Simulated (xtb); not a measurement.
CH3Cl2Si (SMILES C[Si](Cl)Cl), doublet, at a GFN2-xTB geometry; GFN0-xTB run with xtb.

xtb was given this input:
```
$ xtb mol.xyz --gfn 0 --uhf 1 --json

# file mol.xyz
7

C     -2.01893835    -0.48835810    -0.00921030
Si    -0.23081554    -0.09736185    -0.53333853
Cl     1.04857991    -1.42708373     0.33708838
Cl     0.27405550     1.77962342     0.08689332
H     -2.11035886    -0.42589345     1.07439724
H     -2.30897346    -1.48877870    -0.31358728
H     -2.72042203     0.21471190    -0.44649774
```

Problem. What does xtb print? Leave out banner, timings and long lists.

Solution. 
```
   ID    Z sym.   atoms
    1    6 C      1
    2   14 Si     2
    3   17 Cl     3, 4
    4    1 H      5-7

           -------------------------------------------------
          |                Calculation Setup                |
           -------------------------------------------------

           -------------------------------------------------
          |                 G F N 0 - x T B                 |
           -------------------------------------------------

          ...................................................
          :                      SETUP                      :
          :.................................................:
          :  # basis functions                  40          :
          :  # atomic orbitals                  37          :
          :  # shells                           17          :
          :  # electrons                        25          :
          :  electronic temp.          300.0000000     K    :
          :  accuracy                    1.0000000          :
          :  -> integral cutoff          0.2500000E+02      :
          :  -> integral neglect         0.1000000E-07      :
          ...................................................

         :::::::::::::::::::::::::::::::::::::::::::::::::::::
         ::                     SUMMARY                     ::
         :::::::::::::::::::::::::::::::::::::::::::::::::::::
         :: total energy             -14.147013603900 Eh    ::
         :: gradient norm              0.013433794016 Eh/a0 ::
         :: HOMO-LUMO gap              2.715552748939 eV    ::
         ::.................................................::
         :: H0 energy                -14.148270510682 Eh    ::
         :: repulsion energy           0.090553366155 Eh    ::
         :: electrostat energy        -0.087291584519 Eh    ::
         :: -> Gsolv                   0.000000000000 Eh    ::
         ::    -> Gsasa                0.000000000000 Eh    ::
         ::    -> Gshift               0.000000000000 Eh    ::
         :: dispersion energy         -0.002004874855 Eh    ::
         :: short-range corr.          0.000000000000 Eh    ::
         :: add. restraining           0.000000000000 Eh    ::
         :: total charge              -0.000000000000 e     ::
         :::::::::::::::::::::::::::::::::::::::::::::::::::::

           -------------------------------------------------
          |                Property Printout                |
           -------------------------------------------------

    * Orbital Energies and Occupations

         #    Occupation            Energy/Eh            Energy/eV
      -------------------------------------------------------------
         1        2.0000           -0.9721098             -26.4525
         2        2.0000           -0.9708928             -26.4193
         3        2.0000           -0.6244296             -16.9916
         4        2.0000           -0.5494436             -14.9511
         5        2.0000           -0.5279699             -14.3668
         6        2.0000           -0.5273923             -14.3511
         7        2.0000           -0.4695872             -12.7781
         8        2.0000           -0.4670608             -12.7094
         9        2.0000           -0.4599346             -12.5155
        10        2.0000           -0.4557565             -12.4018
        11        2.0000           -0.4456127             -12.1257
        12        2.0000           -0.4420275             -12.0282
        13        1.0000           -0.3238359              -8.8120 (HOMO)
        14                         -0.2240412              -6.0965 (LUMO)
        15                         -0.2090494              -5.6885
        16                         -0.1718622              -4.6766
        17                         -0.1215928              -3.3087
        18                         -0.1054565              -2.8696
        19                         -0.1034547              -2.8151
        20                         -0.0768577              -2.0914
        21                         -0.0752022              -2.0464
        22                         -0.0637250              -1.7340
        23                         -0.0634551              -1.7267
        24                         -0.0626931              -1.7060
       ...                                ...                  ...
        37                          0.6243032              16.9882
      -------------------------------------------------------------
                  HL-Gap            0.0997947 Eh            2.7156 eV
             Fermi-level            0.0000000 Eh            0.0000 eV

     #   Z          covCN         q      C6AA      α(0)
     1   6 C        3.649    -0.685    43.138     9.539
     2  14 Si       2.481     0.594   195.727    29.893
     3  17 Cl       0.807    -0.276   105.792    15.722
     4  17 Cl       0.807    -0.276   105.792    15.722
     5   1 H        0.925     0.224     0.983     1.550
     6   1 H        0.925     0.209     1.054     1.606
     7   1 H        0.925     0.209     1.054     1.606

 Mol. C6AA /au·bohr⁶  :       1912.699206
 Mol. C8AA /au·bohr⁸  :      86349.714364
 Mol. α(0) /au        :         75.637569

Wiberg/Mayer (AO) data.
largest (>0.10) Wiberg bond orders for each atom

 ---------------------------------------------------------------------------
     #   Z sym  total        # sym  WBO       # sym  WBO       # sym  WBO
 ---------------------------------------------------------------------------
     1   6 C    3.926 --     2 Si   0.991     7 H    0.959     6 H    0.959
                             5 H    0.950
     2  14 Si   3.282 --     3 Cl   1.099     4 Cl   1.099     1 C    0.991
     3  17 Cl   1.177 --     2 Si   1.099
     4  17 Cl   1.177 --     2 Si   1.099
     5   1 H    0.983 --     1 C    0.950
     6   1 H    0.989 --     1 C    0.959
     7   1 H    0.989 --     1 C    0.959
 ---------------------------------------------------------------------------

Topologies differ in total number of bonds
Writing topology from bond orders to xtbtopo.mol

 dipole moment from electron density (au)
     X       Y       Z
  -0.4446  -0.1494  -0.5385  total (Debye):    1.815

           -------------------------------------------------
          | TOTAL ENERGY              -14.147013603900 Eh   |
          | GRADIENT NORM               0.013433794016 Eh/α |
          | HOMO-LUMO GAP               2.715552748939 eV   |
           -------------------------------------------------

normal termination of xtb
```
